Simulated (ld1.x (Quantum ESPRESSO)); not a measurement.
Building the ultrasoft potential for tantalum (Ta) (LDA (PZ), fully relativistic).

Input for ld1.x (Quantum ESPRESSO) 7.5:

```
&input
   title='Ta', zed=73., rel=2, dft='PZ', iswitch=3,
   config='[Xe] 4f14 5d4 5f-2 6s1 6p0', rel_dist='average',
   nld=7, rlderiv=2.45, eminld=-7.0, emaxld=5.0, deld=0.02
 /
 &inputp
   pseudotype=3, tm=.true., lloc=-1, rcloc=2.05,
   nlcc=.true., new_core_ps=.true.,
   file_pseudopw='Ta.UPF', file_wfcaegen='ae.wfc', file_wfcncgen='nc.wfc', file_beta='beta', file_chi='chi', file_wfcusgen='us.wfc'
 /
8
5S  1  0   2.00   0.00  1.40  1.80  0.0
6S  2  0   1.00   0.00  1.40  1.80  0.0
5P  2  1   6.00   0.00  1.85  2.25  0.0
6P  3  1   0.00   0.00  1.85  2.25  0.0
5D  3  2   4.00   0.00  1.40  1.75  0.0
5D  3  2   0.00   1.95  1.40  1.75  0.0
5F  4  3  -2.00   0.50  1.65  1.95  0.0
5F  4  3  -2.00   1.40  1.65  1.95  0.0
 &test
   configts(1)='5s2 5p6 5d4 6s1 6p0'
 /
```

Command:

```bash
ld1.x < Ta.in > Ta.out
```

Resulting log (shortened: banner, matrices, multipoles, cross overlaps and the repeated all-electron block are left out):

```
Program LD1 v.7.5
     --------------------------- All-electron run ----------------------------

     Ta
     dirac relativistic calculation

     atomic number is 73.00
     dft =PZ   lsd =0 sic =0 latt =0  beta=0.20 tr2=1.0E-14
     Exchange-correlation= PZ
                           (   1   1   0   0   0   0   0)
     mesh =1273 r(mesh) = 100.43799 a.u. xmin = -7.00 dx = 0.01250
     1 Ry =  13.60569312 eV, c = 137.03599908

     n l j   nl                  e(Ry)          e(Ha)          e(eV)
     Spin orbit split results
     1 0 0.5 1S 1( 2.00)     -4940.6288     -2470.3144    -67220.6794
     2 0 0.5 2S 1( 2.00)      -848.2746      -424.1373    -11541.3633
     2 1 0.5 2P 1( 2.00)      -810.8962      -405.4481    -11032.8047
     2 1 1.5 2P 1( 4.00)      -717.6325      -358.8163     -9763.8877
     3 0 0.5 3S 1( 2.00)      -194.1805       -97.0903     -2641.9607
     3 1 0.5 3P 1( 2.00)      -177.5441       -88.7720     -2415.6101
     3 1 1.5 3P 1( 4.00)      -157.4717       -78.7359     -2142.5123
     4 0 0.5 4S 1( 2.00)       -39.4409       -19.7204      -536.6205
     4 1 0.5 4P 1( 2.00)       -32.5863       -16.2932      -443.3599
     4 1 1.5 4P 1( 4.00)       -27.9470       -13.9735      -380.2386
     3 2 1.5 3D 1( 4.00)      -129.3039       -64.6519     -1759.2688
     3 2 2.5 3D 1( 6.00)      -124.9285       -62.4642     -1699.7386
     5 0 0.5 5S 1( 2.00)        -5.2441        -2.6220       -71.3495
     5 1 0.5 5P 1( 2.00)        -3.2568        -1.6284       -44.3109
     5 1 1.5 5P 1( 4.00)        -2.6122        -1.3061       -35.5405
     4 2 1.5 4D 1( 4.00)       -16.6675        -8.3338      -226.7736
     4 2 2.5 4D 1( 6.00)       -15.8152        -7.9076      -215.1774
     4 3 2.5 4F 1( 6.00)        -1.7848        -0.8924       -24.2832
     4 3 3.5 4F 1( 8.00)        -1.6389        -0.8194       -22.2980
     5 2 1.5 5D 1( 1.60)        -0.2330        -0.1165        -3.1708
     5 2 2.5 5D 1( 2.40)        -0.1939        -0.0970        -2.6382
     6 0 0.5 6S 1( 1.00)        -0.3800        -0.1900        -5.1704
     6 1 0.5 6P 1( 0.00)        -0.1188        -0.0594        -1.6160
     6 1 1.5 6P 1( 0.00)        -0.0892        -0.0446        -1.2141
     Averaged results
     1 0     1S 1( 2.00)     -4940.6288     -2470.3144    -67220.6794
     2 0     2S 1( 2.00)      -848.2746      -424.1373    -11541.3633
     2 1     2P 1( 6.00)      -748.7204      -374.3602    -10186.8600
     3 0     3S 1( 2.00)      -194.1805       -97.0903     -2641.9607
     3 1     3P 1( 6.00)      -164.1625       -82.0813     -2233.5449
     4 0     4S 1( 2.00)       -39.4409       -19.7204      -536.6205
     4 1     4P 1( 6.00)       -29.4935       -14.7467      -401.2790
     3 2     3D 1(10.00)      -126.6786       -63.3393     -1723.5507
     5 0     5S 1( 2.00)        -5.2441        -2.6220       -71.3495
     5 1     5P 1( 6.00)        -2.8271        -1.4135       -38.4640
     4 2     4D 1(10.00)       -16.1562        -8.0781      -219.8158
     4 3     4F 1(14.00)        -1.7014        -0.8507       -23.1488
     5 2     5D 1( 4.00)        -0.2096        -0.1048        -2.8512
     6 0     6S 1( 1.00)        -0.3800        -0.1900        -5.1704
     6 1     6P 1( 0.00)        -0.0991        -0.0495        -1.3481

     final scf error:  6.4E-15 reached in  31 iterations

     Etot =  -31233.155049 Ry,  -15616.577525 Ha, -424948.722863 eV

     Ekin =   35060.216138 Ry,   17530.108069 Ha,  477018.541600 eV
     Encl =  -77931.927014 Ry,  -38965.963507 Ha,-1060317.883437 eV
     Eh   =   12254.733986 Ry,    6127.366993 Ha,  166734.149913 eV
     Exc  =    -616.178159 Ry,    -308.089079 Ha,   -8383.530939 eV

     normalization and overlap integrals

     s(1S/1S) =  1.000000  <r> =   0.0187  <r2> =    0.0005  r(max) =   0.0116
     s(2S/2S) =  1.000000  <r> =   0.0784  <r2> =    0.0073  r(max) =   0.0670
     s(2P/2P) =  1.000000  <r> =   0.0649  <r2> =    0.0052  r(max) =   0.0503
     s(2P/2P) =  1.000000  <r> =   0.0727  <r2> =    0.0064  r(max) =   0.0570
     s(3S/3S) =  1.000000  <r> =   0.2045  <r2> =    0.0479  r(max) =   0.1891
     s(3P/3P) =  1.000000  <r> =   0.1944  <r2> =    0.0440  r(max) =   0.1776
     s(3P/3P) =  1.000000  <r> =   0.2090  <r2> =    0.0507  r(max) =   0.1915
     s(4S/4S) =  1.000000  <r> =   0.4589  <r2> =    0.2381  r(max) =   0.4315
     s(4P/4P) =  1.000000  <r> =   0.4645  <r2> =    0.2460  r(max) =   0.4315
     s(4P/4P) =  1.000000  <r> =   0.4979  <r2> =    0.2823  r(max) =   0.4593
     s(3D/3D) =  1.000000  <r> =   0.1830  <r2> =    0.0393  r(max) =   0.1491
     s(3D/3D) =  1.000000  <r> =   0.1875  <r2> =    0.0412  r(max) =   0.1529
     s(5S/5S) =  1.000000  <r> =   1.1020  <r2> =    1.3674  r(max) =   0.9847
     s(5P/5P) =  1.000000  <r> =   1.2236  <r2> =    1.7023  r(max) =   1.0613
     s(5P/5P) =  1.000000  <r> =   1.3346  <r2> =    2.0287  r(max) =   1.1584
     s(4D/4D) =  1.000000  <r> =   0.5166  <r2> =    0.3099  r(max) =   0.4536
     s(4D/4D) =  1.000000  <r> =   0.5282  <r2> =    0.3237  r(max) =   0.4651
     s(4F/4F) =  1.000000  <r> =   0.6345  <r2> =    0.5130  r(max) =   0.4369
     s(4F/4F) =  1.000000  <r> =   0.6456  <r2> =    0.5327  r(max) =   0.4424
     s(5D/5D) =  1.000000  <r> =   2.3115  <r2> =    6.7003  r(max) =   1.5833
     s(5D/5D) =  1.000000  <r> =   2.4494  <r2> =    7.5809  r(max) =   1.6438
     s(6S/6S) =  1.000000  <r> =   3.3716  <r2> =   13.0113  r(max) =   2.8138
     s(6P/6P) =  1.000000  <r> =   4.7244  <r2> =   26.1218  r(max) =   3.7511
     s(6P/6P) =  1.000000  <r> =   5.2560  <r2> =   32.3667  r(max) =   4.1456

     ------------------------ End of All-electron run ------------------------

     --------------------- Generating US pseudopotential ---------------------

      Generating local potential from pseudized AE potential:
      Matching radius rcloc =   2.0500

      Local pseudo, rcloc= 2.033 Estimated cut-off energy=     6.05 Ry

      Computing core charge for nlcc:

       r > 0.88 : true rho core
      Core charge pseudized with two Bessel functions
      Integrated core pseudo-charge :  27.81

     Fully relativistic calculation: |psi|^2

     Wfc 5S LC norm =  0.99960030 SC norm =  0.00039965 missing  0.00000006

     Wfc 6S LC norm =  0.99995848 SC norm =  0.00003883 missing  0.00000269

     Wfc 5P LC norm =  0.99967655 SC norm =  0.00032335 missing  0.00000009

     Wfc 5P LC norm =  0.99972585 SC norm =  0.00027361 missing  0.00000054

     Wfc 6P LC norm =  0.99998025 SC norm =  0.00001899 missing  0.00000076

     Wfc 6P LC norm =  0.99998415 SC norm =  0.00001303 missing  0.00000282

     Wfc 5D LC norm =  0.99990093 SC norm =  0.00009898 missing  0.00000009

     Wfc 5D LC norm =  0.99991081 SC norm =  0.00008322 missing  0.00000597

      Wfc   5S  rcut= 1.397  Using Troullier-Martins method
      Wfc-us  5S rcutus= 1.794  Estimated cut-off energy=    17.21 Ry

      Wfc   6S  rcut= 1.397  Using Troullier-Martins method
      Wfc-us  6S rcutus= 1.794  Estimated cut-off energy=    34.68 Ry

      Wfc   5P  rcut= 1.840  Using Troullier-Martins method
      Wfc-us  5P rcutus= 2.247  Estimated cut-off energy=    17.38 Ry

      Wfc   5P  rcut= 1.840  Using Troullier-Martins method
      Wfc-us  5P rcutus= 2.247  Estimated cut-off energy=    17.08 Ry

      Wfc   6P  rcut= 1.840  Using Troullier-Martins method
      Wfc-us  6P rcutus= 2.247  Estimated cut-off energy=    32.57 Ry

      Wfc   6P  rcut= 1.840  Using Troullier-Martins method
      Wfc-us  6P rcutus= 2.247  Estimated cut-off energy=    31.86 Ry

      Wfc   5D  rcut= 1.397  Using Troullier-Martins method
      Wfc-us  5D rcutus= 1.750  Estimated cut-off energy=    36.54 Ry

      Wfc   5D  rcut= 1.397  Using Troullier-Martins method
      Wfc-us  5D rcutus= 1.750  Estimated cut-off energy=    36.39 Ry

      Wfc   5D  rcut= 1.397  Using Troullier-Martins method
      Wfc-us  5D rcutus= 1.750  Estimated cut-off energy=    43.74 Ry

      Wfc   5D  rcut= 1.397  Using Troullier-Martins method
      Wfc-us  5D rcutus= 1.750  Estimated cut-off energy=    42.84 Ry

      Wfc   5F  rcut= 1.665  Using Troullier-Martins method
      Wfc-us  5F rcutus= 1.934  Estimated cut-off energy=    37.65 Ry

      Wfc   5F  rcut= 1.665  Using Troullier-Martins method
      Wfc-us  5F rcutus= 1.934  Estimated cut-off energy=    37.60 Ry

      Wfc   5F  rcut= 1.665  Using Troullier-Martins method
      Wfc-us  5F rcutus= 1.934  Estimated cut-off energy=    38.52 Ry

      Wfc   5F  rcut= 1.665  Using Troullier-Martins method
      Wfc-us  5F rcutus= 1.934  Estimated cut-off energy=    38.47 Ry

     ------------------- End of pseudopotential generation -------------------

     Computing logarithmic derivative in   2.43710
     Computing logarithmic derivative in   2.43710
     Computing the partial wave expansion
     R is outside the sphere for l=    0 j= 0.50
     R is outside the sphere for l=    0 j= 0.50
     R is outside the sphere for l=    1 j= 0.50
     R is outside the sphere for l=    1 j= 0.50
     R is outside the sphere for l=    1 j= 1.50
     R is outside the sphere for l=    1 j= 1.50
     R is outside the sphere for l=    2 j= 1.50
     R is outside the sphere for l=    2 j= 1.50
     R is outside the sphere for l=    2 j= 2.50
     R is outside the sphere for l=    2 j= 2.50
     R is outside the sphere for l=    3 j= 2.50
     R is outside the sphere for l=    3 j= 2.50
     R is outside the sphere for l=    3 j= 3.50
     R is outside the sphere for l=    3 j= 3.50

     ---------------------- Testing the pseudopotential ----------------------

     Ta
     dirac relativistic calculation

     atomic number is 73.00   valence charge is 13.00
     dft =PZ   lsd =0 sic =0 latt =0  beta=0.20 tr2=1.0E-14
     mesh =1273 r(mesh) = 100.43799 xmin = -7.00 dx = 0.01250

     n l  j  nl             e AE (Ry)       e PS (Ry)    De AE-PS (Ry)
     1 0 0.5 5S   1( 2.00)       -5.24409       -5.28836        0.04427  !
     2 1 0.5 5P   1( 2.00)       -3.25679       -3.29946        0.04267  !
     2 1 1.5 5P   1( 4.00)       -2.61218       -2.65343        0.04125  !
     3 2 1.5 5D   1( 1.60)       -0.23305       -0.26518        0.03213  !
     3 2 2.5 5D   1( 2.40)       -0.19390       -0.22500        0.03110  !
     2 0 0.5 6S   1( 1.00)       -0.38002       -0.30128       -0.07873  !
     3 1 0.5 6P   1( 0.00)       -0.11878       -0.08291       -0.03586  !
     3 1 1.5 6P   1( 0.00)       -0.08923       -0.09609        0.00686  !

     eps = 9.6E-15  iter = 19

     Etot =  -31233.155049 Ry,  -15616.577525 Ha, -424948.722863 eV
     Etotps =  -214.234949 Ry,    -107.117475 Ha,   -2914.814977 eV

     Ekin =      31.450066 Ry,      15.725033 Ha,     427.899945 eV
     Encl =    -218.850819 Ry,    -109.425410 Ha,   -2977.617084 eV
     Ehrt =      91.167169 Ry,      45.583584 Ha,    1240.392519 eV
     Ecxc =    -115.746318 Ry,     -57.873159 Ha,   -1574.808887 eV
     (Ecc =     -96.444887 Ry,     -48.222443 Ha,   -1312.199530 eV)
     Epseu=      -2.255047 Ry,      -1.127523 Ha,     -30.681471 eV

     ---------------------- End of pseudopotential test ----------------------
```

A Bessel basis up to 400 Ry misses an occupied level by 1.49 Ry, so cutoffs and ghosts were not judged. Its overlap operator is not positive definite in a basis up to 400 Ry (lowest eigenvalue p1/2 -1.45, p3/2 -11.46), so the file is unfit for use: the generalised eigenproblem breaks down once the basis is large enough, and its test numbers describe a broken file. The potential misses its own reference levels by up to 1.1 eV, so it is not fit for use.

Generation and configuration tests took about 2.1 s on one core of a shared server CPU.

Transferability test of the new file with ld1.x, input:

```
&input
   title='Ta', zed=73., rel=2, dft='PZ', iswitch=2,
   config='[Xe] 4f14 5d4 5f-2 6s1 6p0', rel_dist='average'
 /
 &test
   file_pseudo='Ta.UPF', nconf=8,
   configts(1)='5s2 5p6 5d4 6s1 6p0',
   configts(2)='5s2 5p6 5d3 6s2 6p0',
   configts(3)='5s2 5p6 5d3 6s1 6p0',
   configts(4)='5s2 5p6 5d3 6s0 6p0',
   configts(5)='5s1 5p6 5d3 6s2 6p0',
   configts(6)='5s2 5p5 5d3 6s2 6p0',
   configts(7)='5s2 5p6 5d3 6s0 6p2',
   configts(8)='5s2 5p6 5d2 6s2 6p0'
 /
```

```bash
ld1.x < Ta.test.in > Ta.test.out
```

Pseudopotential blocks of its output, shortened (energy terms left out):

```
     ---------------------- Testing the pseudopotential ----------------------

     n l  j  nl             e AE (Ry)       e PS (Ry)    De AE-PS (Ry)
     1 0 0.5 5S   1( 2.00)       -5.24409       -5.28836        0.04427  !
     2 1 0.5 5P   1( 2.00)       -3.25679       -3.29946        0.04267  !
     2 1 1.5 5P   1( 4.00)       -2.61218       -2.65343        0.04125  !
     3 2 1.5 5D   1( 1.60)       -0.23305       -0.26518        0.03213  !
     3 2 2.5 5D   1( 2.40)       -0.19390       -0.22500        0.03110  !
     2 0 0.5 6S   1( 1.00)       -0.38002       -0.30128       -0.07873  !
     3 1 0.5 6P   1( 0.00)       -0.11878       -0.08291       -0.03586  !
     3 1 1.5 6P   1( 0.00)       -0.08923       -0.09609        0.00686  !

     eps = 9.6E-15  iter = 19

     Etot =  -31233.155049 Ry,  -15616.577525 Ha, -424948.722863 eV
     Etotps =  -214.234949 Ry,    -107.117475 Ha,   -2914.814977 eV

     ---------------------- End of pseudopotential test ----------------------
```

The test run then stopped with an error in chargeps: “negative rho”.
